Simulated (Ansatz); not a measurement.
Al(PH3)F3 (AlPH3F3), relaxed as a singlet with RKS B3LYP-D4/def2-SVP in Ansatz, starting from the GFN2-xTB geometry. Force threshold 0.02 eV/Å.

Start:

```xyz
8

Al    1.310    0.441    0.026
F     1.349    1.054    1.556
F     1.262    1.516   -1.222
F     2.065   -1.001   -0.237
P    -1.012   -0.336   -0.023
H    -2.041    0.544    0.239
H    -1.404   -1.336    0.841
H    -1.528   -0.882   -1.179
```

(1) Estimate the energy that the relaxation releases and the steps that it takes.

(2) Does the start keep its bonding and symmetry?

(3) Predict the relaxed structure.

## Answers

(1) 2.0 kcal/mol, in 5 steps; 10 s on 2 threads of Intel Xeon Platinum 8375C on a shared host. No frequencies were taken in this run, so the end may be a saddle point.

(2) By distances, no bond broke or formed. The bond that changes most is Al1–P5, from 2.45 to 2.51 Å (atoms count from 1). Point group C3 at the start, C3 at the end, both within 0.05 Å.

(3) 
```csv
atom,x (Å),y (Å),z (Å)
Al1,1.333,0.448,0.027
F2,1.371,1.048,1.579
F3,1.268,1.545,-1.224
F4,2.095,-1.004,-0.259
P5,-1.047,-0.351,-0.022
H6,-2.069,0.597,0.225
H7,-1.422,-1.360,0.897
H8,-1.529,-0.923,-1.223
```
Bond lengths: 3 × Al–F 1.66 to 1.67 Å; 1 × Al–P 2.51 Å; 3 × H–P 1.42 Å.
